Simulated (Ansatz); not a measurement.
Harmonic frequencies (cm⁻¹) at PBE0-D4/def2-TZVP from Ansatz: 107, 124, 166, 174, 198, 282, 295, 409, 594, 696, 716, 735, 752, 944, 2189, 2443, 2703, 3883.

Each molecule was computed in one conformer, which needn't be the lowest.

Which molecule is it?
A. `[BH2][GeH2][PH2]`
B. `ClB1O[SiH2]S1`
C. `[OH][GeH]([SH])[SeH]`
D. `B1[CH2][InH][O]1`

C.
